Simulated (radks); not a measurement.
Results of a calculation; reference values are marked as such.
Spin polarisation of the 3p3 shell in S+. Start: [Ne] 3s2 3p(up 1.5, down 1.5); electrons of 3p are moved from spin down to spin up, other shells keep equal spins. Level of theory: scalar-relativistic Kohn-Sham, PBE, spin-polarised, spherical densities, finite nucleus; Fermi nuclear charge, rms radius of each element as measured or else 0.836 A^(1/3) + 0.57 fm (a radial shooting solver on a logarithmic mesh with Libxc functionals).

moment (Bohr magnetons)  E - E(0) (eV)  e(3p up) (eV)  e(3p down) (eV)  3s down minus up (eV)  2p down minus up (eV)  2s down minus up (eV)
0                                0.000        -16.796          -16.796                  0.000                 0.000                  0.000
0.75                            -0.146        -17.155          -16.377                  0.826                  0.150                  0.108
1.5                             -0.586        -17.460          -15.887                  1.666                  0.301                  0.216
2.25                            -1.329        -17.711          -15.315                  2.534                  0.452                  0.325
3                               -2.389        -17.909          -14.642                  3.440                  0.604                  0.436

At moment 3 the spin-polarisation energy is -2.389 eV and the 3p exchange splitting 3.267 eV, that is 1.089 eV per Bohr magneton; E = -I m^2/4 would give I = 1.062 eV.
